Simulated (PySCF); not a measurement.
B(I)2(Me) (CH3BI2), SMILES CB(I)I. Geometry optimised at B3LYP-D3(BJ)/def2-SVP. The def2 effective core potentials stand for the cores of I; spin–orbit coupling is left out.

Computed equilibrium geometry at B3LYP-D3(BJ)/def2-SVP (PySCF confirms it by a frequency run) as a Z-matrix, and its point group:
point group Cs.
```
B
C 1 1.5580
H 2 1.1002 1 112.91
H 2 1.1002 3 110.07 1 -127.19
H 2 1.1078 3 106.78 4 -115.54
I 1 2.1466 2 120.57 3 28.44
I 1 2.1466 2 120.57 3 -154.11
```
